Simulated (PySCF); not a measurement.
Compound: C5H5BN2.
InChI=1S/C5H5BN2/c1-2-8-6-4-3-5-7/h6H2,1H3

Level: B3LYP/def2-SVPD in PySCF, non-relativistic, on one gas-phase PBE0-D3(BJ)/def2-SVP geometry that isn't relaxed in the solvent. The solvent is an IEF-PCM continuum (van der Waals radii × 1.2), and excitations are vertical TDDFT with non-equilibrium linear response and a frozen core. Only the electrostatic response of the medium enters.

| run | E − E(gas) (kJ/mol) | HOMO (eV) | HOMO–LUMO gap (eV) | dipole (D) | lowest singlet (eV) | static polarisability (au) |
| --- | --- | --- | --- | --- | --- | --- |
| gas | 0.00 | -7.09 | 5.45 | 11.21 | 4.47 | 95.9 |
| P | -61.53 | -7.56 | 6.01 | 13.83 | 4.64 | 125.3 |
| Q | -45.60 | -7.45 | 5.98 | 13.16 | 4.63 | 115.7 |

Problem. The runs were made in chloroform and water. Which run belongs to which solvent?

Solution. P = water, Q = chloroform. The dielectric constants are 4.711 (chloroform), 78.36 (water), and the energy falls further as ε rises. The optical constants n² used for the excitations are 2.09, 1.78 in the same order. In this model the ground state sees the solvent through ε alone.

Problem. How constant is the ratio of the lowering to (ε − 1)/(2ε + 1)?

Solution. 
```tsv
solvent	(ε − 1)/(2ε + 1)	E − E(gas) (kJ/mol)	ratio (kJ/mol)	polarisation term (kJ/mol)
chloroform	0.356	-45.60	-128.1	-52.69
water	0.490	-61.53	-125.5	-74.45
```

The ratio changes by -2.0 % in size from chloroform to water. The polarisation term is half the interaction of the solute with the induced surface charges.
